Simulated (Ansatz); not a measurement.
Na5H5, relaxed as a singlet with RKS PBE0-D4/def2-SVP in Ansatz, starting from the GFN1-xTB geometry. Force threshold 0.02 eV/Å.

The restricted singlet is unstable towards broken spin symmetry in Hartree–Fock (as tested in another run); at PBE0-D4/def2-SVP this wasn't settled. In the singlet, H6 and H10 lie 0.76 Å apart (atoms count from 1), so H2 has formed as a molecule. Another isomer (singlet) lies 0.53 eV lower at PBE0-D4/def2-TZVP; other spin states weren't run for this one.

Start:

```xyz
10

Na   -0.444   -0.800    2.232
Na    1.613   -0.567   -0.287
Na   -3.412   -0.099    3.004
Na   -2.584    1.865    0.682
Na   -0.169    2.153   -1.386
H     2.025   -2.276   -1.471
H    -1.886    2.878   -0.891
H     1.363   -1.241    1.521
H     1.327    0.956   -1.462
H     2.167   -2.869   -1.944
```

Task: Estimate the energy that the relaxation releases and the steps that it takes.

Result: 46.5 kJ/mol, in 12 steps; 29 s on 4 threads of Arm Neoverse V1 on a shared host. The force fell under the threshold at step 11, but the optimiser went on. No frequencies were taken in this run, so the end may be a saddle point.

Task: Does the start keep its bonding and symmetry?

Result: Bonds lost: Na2–H6 (atoms count from 1).

Task: Predict the relaxed structure.

Result: 
```xyz
10

Na   -0.6041   -0.9932    2.1500
Na    2.0088   -0.2191   -0.4402
Na   -3.7345   -0.2430    3.4584
Na   -2.7114    1.7378    0.7997
Na    0.0146    2.4287   -1.6929
H     1.8300   -2.7801   -1.1067
H    -1.7565    2.6443   -0.7398
H     1.1318   -1.1780    1.1242
H     1.7200    1.3230   -1.7349
H     2.1013   -2.7204   -1.8178
```
Bond lengths (bridged metal pairs left out): 3 × Na–Na 3.47 to 3.70 Å; 6 × H–Na 2.02 to 2.03 Å.
